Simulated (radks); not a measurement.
Spherical quantum dot in the effective-mass picture: electrons in a hard-walled sphere of radius 8.63, all in effective atomic units (hartree* = m*/eps^2 hartree, bohr* = eps/m* bohr), one dielectric constant everywhere. Calculated with a radial shooting solver with Libxc functionals: non-relativistic Kohn-Sham, LDA (Slater exchange, Perdew-Wang correlation), spin-polarised, spherical densities. Levels are named by radial order and angular momentum (1s, 1p, 1d, 2s, ...), and open shells are averaged over m. At N = 13 the configuration is 1s2 1p6 1d(up 5, down 0). Does electron 14 go into 1f up or 1f down or 1d down?

Answer. Into 1d down. The total energies of the other choices lie higher by 0.0492 hartree* (1f up), 0.0782 hartree* (1f down).
